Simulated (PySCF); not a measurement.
## Correlation energy of Ta⁺ (tantalum, charge +1)

[Xe] 4f14 5d2 6s2, high-spin 3F determinant (an excited configuration). Calculation: PySCF 2.14, in ANO-RCC-VTZP (8s7p5d3f2g1h, 104 functions); the spin-free X2C one-electron Hamiltonian (Gaussian nucleus). Frozen: [Xe] 4f14; 4 electrons correlated.

```csv
level,correlation energy (mhartree)
CCSD,-59.32
(T),-2.98
CCSD(T),-62.30
```

Diagnostics: T1 = 0.013, D1 = 0.0328, largest double amplitude 0.098.

Spin-orbit coupling, absent here, splits the open shell strongly.

Cost of the coupled-cluster step: about 12 core-seconds, for 4 correlated electrons.

Iterations:

```
CC2 = 0
CCSD nocc = (np.int64(3), np.int64(1)), nmo = (70, 70)
frozen orbitals [[0, 1, 2, 3, 4, 5, 6, 7, 8, 9, 10, 11, 12, 13, 14, 15, 16, 17, 18, 19, 20, 21, 22, 23, 24, 25, 26, 27, 28, 29, 30, 31, 32, 33], [0, 1, 2, 3, 4, 5, 6, 7, 8, 9, 10, 11, 12, 13, 14, 15, 16, 17, 18, 19, 20, 21, 22, 23, 24, 25, 26, 27, 28, 29, 30, 31, 32, 33]]
max_cycle = 100
direct = 0
conv_tol = 1e-08
conv_tol_normt = 1e-06
diis_space = 8
diis_start_cycle = 0
Init t2, MP2 energy = -0.0445643583933524
Init E_corr(UCCSD) = -0.0445643583938136
cycle = 1  E_corr(UCCSD) = -0.052802631234975  dE = -0.00823827284  norm(t1,t2) = 0.0576732
cycle = 2  E_corr(UCCSD) = -0.0554287856692871  dE = -0.00262615443  norm(t1,t2) = 0.0308488
cycle = 3  E_corr(UCCSD) = -0.058178400856545  dE = -0.00274961519  norm(t1,t2) = 0.0212459
cycle = 4  E_corr(UCCSD) = -0.058939509098408  dE = -0.000761108242  norm(t1,t2) = 0.0113187
cycle = 5  E_corr(UCCSD) = -0.0592837032583587  dE = -0.00034419416  norm(t1,t2) = 0.00411177
cycle = 6  E_corr(UCCSD) = -0.0592670820580949  dE = 1.66212003e-05  norm(t1,t2) = 0.00169615
cycle = 7  E_corr(UCCSD) = -0.0593244909419147  dE = -5.74088838e-05  norm(t1,t2) = 0.000734891
cycle = 8  E_corr(UCCSD) = -0.0593184973590608  dE = 5.99358285e-06  norm(t1,t2) = 0.000223229
cycle = 9  E_corr(UCCSD) = -0.0593164490057106  dE = 2.04835335e-06  norm(t1,t2) = 5.74796e-05
cycle = 10  E_corr(UCCSD) = -0.0593189231378976  dE = -2.47413219e-06  norm(t1,t2) = 1.99864e-05
cycle = 11  E_corr(UCCSD) = -0.0593186607097501  dE = 2.62428148e-07  norm(t1,t2) = 6.33558e-06
cycle = 12  E_corr(UCCSD) = -0.059318649346212  dE = 1.1363538e-08  norm(t1,t2) = 2.02502e-06
cycle = 13  E_corr(UCCSD) = -0.0593186817194974  dE = -3.23732854e-08  norm(t1,t2) = 5.27555e-07
cycle = 14  E_corr(UCCSD) = -0.0593186764188227  dE = 5.30067473e-09  norm(t1,t2) = 1.35362e-07
UCCSD converged
E(UCCSD) = -15599.25989940758  E_corr = -0.0593186764188227
UCCSD(T) correction = -0.00298297495485643
```
